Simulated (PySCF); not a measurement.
SMILES Cl[SiH2]C[CH2][GeH3] (C2H9ClGeSi), CAM-B3LYP/def2-SVP optimised geometry.

```
14

Si     0.60    -2.31    -1.91
Cl     1.36    -1.38    -3.60
C     -1.15    -1.71    -1.62
C     -1.37    -0.19    -1.57
Ge    -0.65     0.74     0.00
H      1.51    -1.98    -0.78
H      0.61    -3.78    -2.14
H     -1.76    -2.15    -2.43
H     -1.51    -2.20    -0.70
H     -2.45     0.03    -1.59
H     -0.95     0.28    -2.47
H      0.89     0.74     0.00
H     -1.15     2.20     0.00
H     -1.14     0.04     1.28
```

Density from CAM-B3LYP/def2-TZVP (PySCF 2.14.0) at that geometry.

Minimum of the electron density along straight lines between bonded atoms, close to the bond critical point (lines longer than 1.1 times the sum of covalent radii, or with two minima, are not listed):

```tsv
bond	length / Å	ρ at the minimum / e bohr⁻³	∇²ρ there / e bohr⁻⁵	position (fraction from the first atom)
Si1–Cl2	2.079	0.095	0.20	0.36
Si1–C3	1.876	0.126	0.15	0.39
C3–C4	1.535	0.237	-0.56	0.50
C4–Ge5	1.966	0.127	0.07	0.53
Si1–H6	1.485	0.125	0.13	0.49
Si1–H7	1.485	0.125	0.13	0.49
C3–H8	1.104	0.268	-0.88	0.64
C3–H9	1.105	0.267	-0.88	0.64
C4–H10	1.101	0.272	-0.90	0.64
C4–H11	1.101	0.272	-0.91	0.64
Ge5–H12	1.537	0.133	0.06	0.59
Ge5–H13	1.537	0.133	0.06	0.59
Ge5–H14	1.540	0.132	0.07	0.59
```
